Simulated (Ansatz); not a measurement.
CH5BNO, SMILES `CO[B]N` radical from Hartree–Fock to CCSD(T)

```xyz
9

C    -0.090    0.627    1.520
O    -0.174    0.483    0.119
B     0.196   -0.646   -0.520
N     0.117   -0.794   -1.902
H     0.300   -0.279    1.991
H     0.569    1.466    1.755
H    -1.085    0.839    1.918
H    -0.223   -0.063   -2.510
H     0.393   -1.635   -2.372
```

The species carries charge 0 and has multiplicity 2. Geometry: relaxed with PBE0-D4/def2-TZVP. It is one conformer, not always the lowest. Frozen core, unrestricted reference, Ansatz 0.2.0. CBS rows extrapolate triple and quadruple zeta.

| basis | HF (Eh) | MP2 corr. |
| --- | --- | --- |
| def2-SVP | -194.65289 | -0.55693 |
| def2-TZVPP | -194.88298 | -0.69585 |
| def2-QZVPP | -194.89270 | -0.74679 |
| cc-pV(D+d)Z | -194.80947 | -0.55776 |
| cc-pV(T+d)Z | -194.87506 | -0.69840 |
| cc-pV(Q+d)Z | -194.88995 | -0.74852 |

Estimate the CCSD correlation energy and the (T) correction in each basis where they were run (hartree).


```tsv
basis	CCSD corr.	(T)
def2-SVP	-0.59338	-0.01569
def2-TZVPP	-0.72383	-0.02739
def2-QZVPP	-0.76699	-0.03073
CBS(def2)	-0.79896	-0.03319
cc-pV(D+d)Z	-0.59436	-0.01587
cc-pV(T+d)Z	-0.72579	-0.02765
cc-pV(Q+d)Z	-0.76859	-0.03074
CBS(cc)	-0.79905	-0.03294
```
